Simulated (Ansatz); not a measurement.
F2H6O2Si3, SMILES `F[Si](F)(O[SiH3])O[SiH3]`. Total charge 0; spin multiplicity 1.

| atom | x (Å) | y (Å) | z (Å) |
| --- | --- | --- | --- |
| F1 | -1.8329 | -1.9057 | -0.8804 |
| Si2 | -1.1272 | -0.4992 | -0.8428 |
| F3 | -1.7755 | 0.3716 | -1.9846 |
| O4 | -1.4122 | 0.2119 | 0.5594 |
| Si5 | -0.9612 | 0.5611 | 2.0985 |
| O6 | 0.4308 | -0.7088 | -1.1283 |
| Si7 | 1.9547 | -0.1319 | -1.3264 |
| H8 | 0.4987 | 0.3331 | 2.2504 |
| H9 | -1.7061 | -0.3146 | 3.0338 |
| H10 | -1.2805 | 1.9828 | 2.3646 |
| H11 | 2.9020 | -1.1740 | -0.8677 |
| H12 | 2.1813 | 0.1723 | -2.7592 |
| H13 | 2.1280 | 1.1012 | -0.5173 |

(1) Give the diagnostics of a CCSD(T)/def2-TZVPP run (frozen core, Ansatz 0.2.0). (Best estimate.)

Answers

(1) Ansatz gave: T1 = 0.0114, largest single amplitude 0.016, largest double 0.011, (T) share of the correlation energy 3.0 %, 9 CCSD cycles. The RHF solution is stable towards an unrestricted one. T1 lies under the customary mark of 0.02 for closed shells.
